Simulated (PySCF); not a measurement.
CH5BClN, SMILES CNBCl. Atoms are numbered in the order given.

```xyz
9

B      0.5556     0.0964     0.0000
Cl    -0.0828     1.7599     0.0000
H      1.7559    -0.0799     0.0000
N     -0.3305    -0.9821     0.0000
C      0.0229    -2.3891     0.0000
H     -1.3364    -0.7891     0.0000
H     -0.3693    -2.9150     0.8976
H     -0.3693    -2.9150    -0.8976
H      1.1245    -2.4914     0.0000
```

Geometry optimised at PBE-D3(BJ)/def2-SVP. The values are those of a single conformer.

These are TDA-PBE0/def2-SVPD (PySCF) values and carry that method's errors.

Vertical excitations. The molecule is in vacuum. State labels are in the subgroup Cs.

Computed UV-visible absorptions:
| state | symmetry | energy (eV) | λ (nm) | f | main pairs |
|---|---|---|---|---|---|
| S1 | A" | 7.03 | 176 | 0.002 | HOMO−1→LUMO 99 % |
| S2 | A" | 7.06 | 176 | 0.001 | HOMO→LUMO+1 95 % |
| S3 | A' | 7.25 | 171 | 0.291 | HOMO→LUMO 90 % |
| S4 | A" | 7.86 | 158 | 0.000 | HOMO→LUMO+2 97 % |
| S5 | A" | 7.96 | 156 | 0.003 | HOMO→LUMO+3 93 % |
| S6 | A' | 8.17 | 152 | 0.084 | HOMO−1→LUMO+1 87 % |
| S7 | A' | 8.58 | 145 | 0.007 | HOMO−1→LUMO+2 75 % |
| S8 | A" | 8.67 | 143 | 0.019 | HOMO→LUMO+4 91 % |
| S9 | A" | 8.72 | 142 | 0.010 | HOMO−3→LUMO 96 % |
| S10 | A' | 8.73 | 142 | 0.107 | HOMO−2→LUMO 77 % |
| T1 | A' | 5.45 | 227 | 0 | HOMO→LUMO 94 % |
| T2 | A" | 6.66 | 186 | 0 | HOMO−1→LUMO 94 % |
| T3 | A" | 6.88 | 180 | 0 | HOMO→LUMO+1 90 % |
| T4 | A' | 7.50 | 165 | 0 | HOMO−2→LUMO 94 % |
Triplets are in the Tamm–Dancoff approximation.
